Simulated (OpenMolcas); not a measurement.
Dy3+: moving or changing the point charges

Dy3+ among 3 point charges of -0.5 e arranged as a planar triangle (D3h), 2.78 Å from the ion.

- Program: OpenMolcas
- Method: CASSCF
- Basis: ANO-RCC-VTZP [8s7p5d3f2g1h]
- Scalar Hamiltonian: DKH2, point nucleus
- Active space: 9 electrons in 7 orbitals (4f)
- State averaging: 2S+1 = 6 odd, 21 roots; 2S+1 = 4 odd, 115 roots kept (CI in the orbitals of an earlier block, 108 in the spin-orbit step); 2S+1 = 2 odd, 82 roots kept (CI in the orbitals of an earlier block, 40 in the spin-orbit step)
- Spin-orbit coupling: RASSI with atomic mean-field integrals over the reference wave functions

Runs around this geometry, states (labels of D3, the rotations of D3h). Energies in cm-1 above the lowest state or level, χT in cm3 K/mol.

| R (Å) | Ground state | First state of that spin | First gap with spin-orbit (degeneracies) | Width of lowest J | χT at 300 K |
| --- | --- | --- | --- | --- | --- |
| 2.78 | 6A2 | 6E 17.1 | 14.1 (2, 2) | 365 | 14.038 |
| 2.98 | 6A2 | 6E 13.8 | 11.4 (2, 2) | 297 | 14.047 |
| 3.18 | 6A2 | 6E 11.3 | 9.3 (2, 2) | 244 | 14.053 |

Taking the width of the lowest J multiplet as R^-n, n = -ln(244 / 365) / ln(3.18 / 2.78) = 3.0 between the shortest and longest distance.

High states are left out of the spin-orbit mixing, which shifts the levels that they would mix with. This is an electrostatic model: the charges have no orbitals. No measured value stands beside these numbers.
